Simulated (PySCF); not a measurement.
Bonds: Al1-O3 1.856 Å, Al1-O6 1.856 Å, Al1-O9 1.855 Å, O3-Al4 1.856 Å, O3-Al10 1.856 Å, Al4-O6 1.856 Å, Al4-O12 1.857 Å, O6-Al7 1.856 Å, Al7-O9 1.855 Å, Al7-O12 1.856 Å, O9-Al10 1.855 Å, Al10-O12 1.856 Å. Al1 carries H2; Al4 carries H5; Al7 carries H8; Al10 carries H11.

Geometry: PBE0-D3(BJ)/def2-SVP; GIAO shifts from PySCF 2.14.0 with density-fitted response routines, gas phase, non-relativistic, averaged over equivalent atoms.

At PBE/pcSseg-1 (pcSseg-2 on Al) (260 basis functions, 2.5 min wall time on 1 thread of an Intel Xeon, shared host):
```json
{"atoms": "Al1/Al4/Al7/Al10", "δ (ppm)": "125.1"}
{"atoms": "H2/H5/H8/H11", "δ (ppm)": "4.64"}
{"atoms": "O3/O6/O9/O12", "δ (ppm)": "171.9"}
```

Scale: [Al(H2O)6]3+ for 27Al (560.82 ppm); 1H (31.20 ppm) against TMS; 17O (334.63 ppm) vs H2O (reference shieldings calculated alike).

Q: Estimate the result of repeating the calculation with B3LYP/pcSseg-1 (pcSseg-2 on Al).

A: 
```
           atoms  δ at B3LYP/pcSseg-1 (pcSseg-2 on Al)  change
Al1/Al4/Al7/Al10                                 125.0    -0.1
    H2/H5/H8/H11                                  4.41   -0.23
    O3/O6/O9/O12                                 153.8   -18.1
```

δ = σ(ref) − σ, references computed at the same level: 27Al (σref 571.15) vs [Al(H2O)6]3+; TMS for 1H (σref 31.38); H2O for 17O (σref 334.04).

The largest change is at O3/O6/O9/O12 (oxygen bonded to 3 Al). Cost: 260 basis functions, 100 s wall time on 1 thread of an Intel Xeon, shared host.

Experimental scales use liquid or dissolved standards, which lie at an offset from isolated H2O (liquid H2O: subtract about 36 ppm).
